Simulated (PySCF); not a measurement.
H₂Sn, SMILES [SnH2+], charge +1, multiplicity 2. Atoms are numbered in the order given.

```xyz
3

Sn     0.0000     0.0000     0.0337
H      0.0000     1.5150    -0.8417
H      0.0000    -1.5150    -0.8417
```
Charge +1, spin multiplicity 2.

Coordinates come from a PBE-D3(BJ)/def2-TZVPD optimisation. The def2 effective core potentials stand for the cores of Sn; spin–orbit coupling is left out.

Level of theory: TDA-M06-2X/def2-TZVPD run with PySCF.

Vertical excitations. Isolated molecule, no solvent.

Computed excitation energies, oscillator strengths and character:
```tsv
state	energy (eV)	λ (nm)	f	main pairs
root 1	2.09	593	0.007	α HOMO→LUMO 99 %
root 2	3.52	353	0.017	β HOMO→LUMO 95 %
root 3	4.18	296	0.000	α HOMO−1→LUMO 11 %, β HOMO→LUMO+1 88 %
root 4	5.04	246	0.000	α HOMO−1→LUMO 88 %, β HOMO→LUMO+1 11 %
root 5	5.85	212	0.008	α HOMO→LUMO+1 92 %
root 6	6.73	184	0.047	α HOMO→LUMO+2 61 %, β HOMO→LUMO+2 31 %
root 7	7.43	167	0.061	α HOMO−1→LUMO+1 39 %, α HOMO→LUMO+2 28 %, β HOMO→LUMO+2 28 %
root 8	7.96	156	0.070	α HOMO−1→LUMO+2 19 %, β HOMO−1→LUMO 60 %
root 9	8.35	149	0.000	α HOMO−2→LUMO 34 %, α HOMO→LUMO+6 6 %, β HOMO−1→LUMO+1 56 %
root 10	8.51	146	0.078	α HOMO→LUMO+3 93 %
```
Unrestricted roots are not spin-pure.
